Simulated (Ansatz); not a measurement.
C$_{2}$H$_{8}$NSb, SMILES `[CH3][SbH][CH2]N`, relaxed with RKS PBE0-D4/def2-TZVP in Ansatz 0.2.0 from a PBE-D4/def2-SVP geometry. The force threshold is 0.005 eV/Å; the program also tests the step.

The species carries charge 0 and has multiplicity 1. Sb takes the def2 core potential.

Start:

```xyz
12

C    -1.338   -0.250   -1.213
Sb   -1.126   -0.931    0.865
C     1.093   -0.425    0.928
N     1.563    0.757    0.256
H    -2.374    0.093   -1.392
H    -1.111   -1.087   -1.901
H    -0.637    0.588   -1.397
H    -1.511    0.649    1.495
H     1.611   -1.322    0.530
H     1.331   -0.374    2.011
H     1.425    0.703   -0.760
H     1.072    1.599    0.579
```

Q: How much energy does the relaxation release, and in how many steps? (Estimate.)

A: Ansatz gave: 1.83 kcal/mol, in 10 steps.

Q: Which bonds change most? (Best estimate.)

A: Computed: Sb2–C3 from 2.277 to 2.207 Å; C1–Sb2 from 2.197 to 2.159 Å; Sb2–H8 from 1.743 to 1.717 Å; C1–H7 from 1.108 to 1.090 Å.

Q: Give the relaxed structure. (Estimate.)

A: Ansatz gave: 
```xyz
12

C    -1.343   -0.257   -1.207
Sb   -1.107   -0.827    0.862
C     1.066   -0.446    0.915
N     1.580    0.743    0.282
H    -2.400   -0.093   -1.416
H    -0.981   -1.066   -1.843
H    -0.791    0.657   -1.424
H    -1.456    0.748    1.449
H     1.540   -1.326    0.473
H     1.337   -0.445    1.973
H     1.414    0.735   -0.716
H     1.140    1.577    0.652
```
